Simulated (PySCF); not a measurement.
Exercise with solution: oscillator strength and radiative lifetime

SbCl₂, SMILES [Cl][Sb+][Cl] (connectivity only; charge and spin as stated), charge +1, multiplicity 1.

The structure is a stationary point at ωB97X-D3(BJ)/def2-TZVP. The spin state was assumed, not searched. The isomer is the one that the SMILES or the coordinates give; other isomers of the formula were not compared. The def2 effective core potentials stand for the cores of Sb; spin–orbit coupling is left out.

PySCF with TDDFT-M06-2X/def2-SVPD puts the first singlet state with f over 0.02 at 4.79 eV (vertical), with the transition dipole (0.000, -0.537, 0.000) in atomic units.

Find the oscillator strength, the wavelength and the radiative lifetime that this transition would have in vacuum if emission retraced absorption.


|μ|² = 0.2884 au, so |μ| = 1.36 D. ΔE = 4.79/27.211 = 0.1760 hartree. f = (2/3) ΔE |μ|² = 0.034 (the program prints 0.034).
λ = 1239.84/4.79 = 259 nm; ν = 38634 cm⁻¹.
Einstein's coefficient A = 0.6670 ν² f s⁻¹ (ν in cm⁻¹) = 3.4e7 s⁻¹, so τ = 1/A = 30 ns. This state is S3; the lower singlets have f = 0.014, 0.000. The figure is the radiative limit of this one transition; relaxation, internal conversion, crossing to triplets and a medium change what is measured.
